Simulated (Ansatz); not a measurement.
Reaction R1 → 0.5 P1 + 1.5 P2, each structure at its B3LYP-D3(BJ)/def2-TZVP stationary point, reached from a drawn start (curvature not checked).
R1, C2H6 (SMILES CC) (charge 0, multiplicity 1, Z-matrix in Å and degrees):
```
C
H 1 1.0919
H 1 1.0919 2 107.56
H 1 1.0919 2 107.56 3 115.59
C 1 1.5262 2 111.32 4 122.20
H 5 1.0919 1 111.32 2 180.00
H 5 1.0919 6 107.56 1 -122.20
H 5 1.0919 6 107.56 7 -115.59
```
P1: C atom, charge 0, multiplicity 3.
P2, CH4 (SMILES C) (charge 0, multiplicity 1):
```
atom    x (Å)    y (Å)    z (Å)
----  -------  -------  -------
C      0.0000   0.0000   0.0000
H      0.6289   0.6289   0.6289
H     -0.6289  -0.6289   0.6289
H      0.6289  -0.6289  -0.6289
H     -0.6289   0.6289  -0.6289
```

P less R. No zero-point or thermal terms; singlets are restricted closed shells; open shells are unrestricted; no spin–orbit coupling.

Correlated levels freeze the cores.

The values were computed with Ansatz (Gaussian basis) for Hartree–Fock, density functionals and correlated methods. All values are computed, each at the level named.

Total energies in hartree:

```
structure  PBE/def2-TZVPP  PBE0/def2-TZVPP  CCSD(T)/cc-pVQZ
---------  --------------  ---------------  ---------------
R1             -79.732724       -79.752048       -79.698711
P1             -37.795970       -37.805373       -37.786540
P2             -40.464286       -40.475415       -40.450883
```

Work out the reaction energy at each level in kJ/mol (1 hartree = 2625.49964 kJ/mol), and say how far PBE/def2-TZVPP lies from CCSD(T)/cc-pVQZ.


- PBE/def2-TZVPP: 1.5 × (-40.464286) + 0.5 × (-37.795970) − (-79.732724) = 0.138310 hartree = 363.1 kJ/mol
- PBE0/def2-TZVPP: 1.5 × (-40.475415) + 0.5 × (-37.805373) − (-79.752048) = 0.136239 hartree = 357.7 kJ/mol
- CCSD(T)/cc-pVQZ: 1.5 × (-40.450883) + 0.5 × (-37.786540) − (-79.698711) = 0.129117 hartree = 339.0 kJ/mol
PBE/def2-TZVPP less CCSD(T)/cc-pVQZ: 24.1 kJ/mol. CCSD(T)/cc-pVQZ is the level counted from, the highest shown, and no exact or measured value.

Ansatz is a first-principles code.
